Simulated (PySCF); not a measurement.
**Bi²⁺: excitation energy**

Bi²⁺ [Xe] 4f14 5d10 6s2 6p1 (2P) → Bi²⁺ [Xe] 4f14 5d10 6s1 6p1 6d1 (high-spin determinant), as a difference of total energies. Calculation: PySCF 2.14, in aug-cc-pwCVTZ-PP with ECP60MDF; scalar relativity through the core potential. Correlated levels: valence: 5s2 5p6 5d10 frozen. The calculations carry no spin-orbit coupling.

| method | excitation energy (eV) |
| --- | --- |
| UHF | 19.819 |
| MP2 (valence) | 20.380 |
| SCS-MP2 (valence) | 20.665 |
| CCSD (valence) | 20.169 |
| CCSD(T) (valence) | 20.050 |

Question: How much does correlation contribute at CCSD(T) (valence)?

Answer: 20.050 − (19.819) = 0.231 eV, measured against UHF.

The promoted electron is Rydberg-like, and one or two diffuse shells describe it only roughly, which tends to raise the upper state.

The coupled-cluster amplitudes are large for the upper state (T1 above 0.03 or a double amplitude above 0.15), so a single reference is strained.

The determinant of the upper state mixes LS terms, which raises its energy above the lowest term, most at the Hartree-Fock and MP2 levels.
